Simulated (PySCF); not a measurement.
PBE on Ni⁺ (nickel, charge +1)

Configuration: [Ar] 3d9, 2D determinant. All numbers are calculated (PySCF 2.14, the non-relativistic Hamiltonian (point nucleus), in cc-pVDZ (6s5p3d1f, 43 functions)).

- Total energy: -1507.769 hartree
- One-electron energy: -2088.499 hartree
- Hartree (Coulomb) energy: 643.531 hartree
- Exchange-correlation energy: -62.800 hartree
- Kinetic energy: 1505.73165 hartree
- ⟨S²⟩: 0.7714
- ⟨L²⟩: 6.074
- Sum of ⟨r⟩: 17.78 bohr
- Sum of ⟨r²⟩: 20.58 bohr²
- Traceless quadrupole moment −½Σ⟨3z² − r²⟩ along its main axis: -0.543 e·bohr²
- Density at the nucleus (Gaussians lack the cusp): 14800 bohr⁻³
- Spin density at the nucleus: 0.152 bohr⁻³
- Langevin diamagnetic susceptibility: -16.3 ×10⁻⁶ cm³/mol
- Time after the integrals: 1.4 s of wall time on 1 thread of Neoverse-V1 (shared host)

```csv
shell,electrons,mean orbital energy (eV),spread (eV),"rms radius, mean of both spins (bohr)"
1s α,1,-8126.5,0,0.0634
1s β,1,-8126.5,0,0.0634
2s α,1,-966.08,0,0.269
2s β,1,-965.52,0,0.269
2p α,3,-843.88,0.967,0.240
2p β,3,-843.46,0.554,0.240
3s α,1,-111.55,0,0.810
3s β,1,-110.38,0,0.810
3p α,3,-74.328,1.910,0.859
3p β,3,-73.186,0.836,0.859
3d α,5,-13.413,2.114,1.26
3d β,4,-12.479,1.257,1.26
```
